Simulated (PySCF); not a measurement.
iodine (I₂), singlet, geometry from GFN2-xTB (core potentials on I); PBE/def2-SVP in PySCF.

PySCF was given this input:
```python
from pyscf import gto, scf, dft

mol = gto.M(
    atom='''
I    -0.000000   -0.000000   -1.331921
I     0.000000    0.000000    1.331921
''',
    basis='def2-svp',
    ecp={'I': 'def2-svp'},
    charge=0,
    spin=0,
    verbose=4,
)

mf = dft.RKS(mol)
mf.xc = 'pbe'
mf.grids.becke_scheme = dft.gen_grid.stratmann
mf.kernel()
mf.analyze()
```

What the program printed (banner, timings and long lists left out):

```
PySCF version 2.14.0

[INPUT] verbose = 4
[INPUT] num. atoms = 2
[INPUT] num. electrons = 50
[INPUT] charge = 0
[INPUT] spin (= nelec alpha-beta = 2S) = 0
[INPUT] symmetry False subgroup None
[INPUT] Mole.unit = angstrom
[INPUT] Symbol           X                Y                Z      unit          X                Y                Z       unit  Magmom
[INPUT]  1 I      0.000000000000   0.000000000000  -1.331921000000 AA    0.000000000000   0.000000000000  -2.516965909557 Bohr   0.0
[INPUT]  2 I      0.000000000000   0.000000000000   1.331921000000 AA    0.000000000000   0.000000000000   2.516965909557 Bohr   0.0

nuclear repulsion = 124.157422559221
number of shells = 20
number of NR pGTOs = 122
number of NR cGTOs = 52
basis = def2-svp
ecp = {'I': 'def2-svp'}

******** <class 'pyscf.dft.rks.RKS'> ********
method = RKS
initial guess = minao
damping factor = 0
level_shift factor = 0
DIIS = <class 'pyscf.scf.diis.CDIIS'>
diis_start_cycle = 1
diis_space = 8
diis_damp = 0
SCF conv_tol = 1e-09
SCF conv_tol_grad = None
SCF max_cycles = 50
direct_scf = True
direct_scf_tol = 1e-13
XC library pyscf.dft.libxc version 7.1.2
    S. Lehtola, C. Steigemann, M. J. T. Oliveira, and M. A. L. Marques,  SoftwareX 7, 1–5 (2018)
XC functionals = pbe
    J. P. Perdew, K. Burke, and M. Ernzerhof,  Phys. Rev. Lett. 77, 3865 (1996)
    J. P. Perdew, K. Burke, and M. Ernzerhof,  Phys. Rev. Lett. 78, 1396 (1997)
    J. P. Perdew, K. Burke, and M. Ernzerhof,  Phys. Rev. Lett. 77, 3865 (1996)
    J. P. Perdew, K. Burke, and M. Ernzerhof,  Phys. Rev. Lett. 78, 1396 (1997)
radial grids:
    Treutler-Ahlrichs [JCP 102, 346 (1995); DOI:10.1063/1.469408] (M4) radial grids

becke partition: Stratmann, Scuseria, Frisch. CPL, 257, 213 (1996); DOI:10.1016/0009-2614(96)00600-8
pruning grids: <function nwchem_prune>
grids dens level: 3
symmetrized grids: False
atomic radii adjust function: <function treutler_atomic_radii_adjust>
small_rho_cutoff = 0
Set gradient conv threshold to 3.16228e-05
Initial guess from minao.
tot grids = 43920
init E= -533.268958957291
  HOMO = -1.5130055859777  LUMO = -1.46769694129561  gap/eV = 1.23291
cycle= 1 E= -592.990504517293  delta_E= -59.7  |g|= 4.14  |ddm|=   12
  HOMO = 0.0283418164548307  LUMO = 0.125442475746935  gap/eV = 2.64224
cycle= 2 E= -593.618400244546  delta_E= -0.628  |g|= 3.08  |ddm|= 10.4
  HOMO = -0.282652129338961  LUMO = -0.217926772185491  gap/eV = 1.76127
cycle= 3 E= -595.306605791363  delta_E= -1.69  |g|= 0.498  |ddm|= 4.71
  HOMO = -0.217496263816214  LUMO = -0.150982635004061  gap/eV = 1.80993
cycle= 4 E= -595.363457177836  delta_E= -0.0569  |g|= 0.262  |ddm|= 1.07
  HOMO = -0.22254835071501  LUMO = -0.158482790965256  gap/eV = 1.74331
cycle= 5 E= -595.387470698366  delta_E= -0.024  |g|= 0.0169  |ddm|= 0.333
  HOMO = -0.226360402422821  LUMO = -0.162970064693359  gap/eV = 1.72494
cycle= 6 E= -595.387559429799  delta_E= -8.87e-05  |g|= 0.00106  |ddm|= 0.0393
  HOMO = -0.22615105592213  LUMO = -0.162765732441603  gap/eV = 1.72480
cycle= 7 E= -595.387559781062  delta_E= -3.51e-07  |g|= 1.58e-05  |ddm|= 0.00278
  HOMO = -0.226153055388011  LUMO = -0.162763099851598  gap/eV = 1.72493
cycle= 8 E= -595.38755978114  delta_E= -7.88e-11  |g|= 1.32e-06  |ddm|= 2.94e-05
  HOMO = -0.226152639856402  LUMO = -0.162763002037572  gap/eV = 1.72492
Extra cycle  E= -595.387559781141  delta_E= -5.68e-13  |g|= 9.8e-07  |ddm|= 4.24e-06
converged SCF energy = -595.387559781141
**** SCF Summaries ****
Total Energy =                        -595.387559781140908
Nuclear Repulsion Energy =             124.157422559220862
One-electron Energy =                -1283.144861157942842
Two-electron Energy =                  563.599878817581043
Two-electron Coulomb Energy =          608.032050346597657
DFT Exchange-Correlation Energy =      -44.432171529016571
HOMO-LUMO gap [eV] =                     1.724919904356178
**** MO energy ****
MO #1   energy= -6.63666314846938  occ= 2
MO #2   energy= -6.63665254033116  occ= 2
MO #3   energy= -4.71154070548189  occ= 2
MO #4   energy= -4.71137046474646  occ= 2
MO #5   energy= -4.69007825207815  occ= 2
MO #6   energy= -4.69007825207815  occ= 2
MO #7   energy= -4.69006756276853  occ= 2
MO #8   energy= -4.69006756276853  occ= 2
MO #9   energy= -1.84960911402907  occ= 2
MO #10  energy= -1.84510963747036  occ= 2
MO #11  energy= -1.84176383197282  occ= 2
MO #12  energy= -1.84176383197281  occ= 2
MO #13  energy= -1.84054009966325  occ= 2
MO #14  energy= -1.84054009966324  occ= 2
MO #15  energy= -1.82388744126869  occ= 2
MO #16  energy= -1.82388739459292  occ= 2
MO #17  energy= -1.82378017761596  occ= 2
MO #18  energy= -1.82378013097798  occ= 2
MO #19  energy= -0.698639255646303 occ= 2
MO #20  energy= -0.613208723014684 occ= 2
MO #21  energy= -0.356278238134279 occ= 2
MO #22  energy= -0.2859753784017   occ= 2
MO #23  energy= -0.285975378401698 occ= 2
MO #24  energy= -0.226152639856409 occ= 2
MO #25  energy= -0.226152639856402 occ= 2
MO #26  energy= -0.162763002037572 occ= 0
MO #27  energy= 0.191636140939268  occ= 0
MO #28  energy= 0.229564932854665  occ= 0
MO #29  energy= 0.253546320336161  occ= 0
MO #30  energy= 0.253546320336165  occ= 0
MO #31  energy= 0.263268389373799  occ= 0
MO #32  energy= 0.348025208738786  occ= 0
MO #33  energy= 0.348025208738789  occ= 0
Dipole moment(X, Y, Z, Debye): -0.00000,  0.00000, -0.00000
```
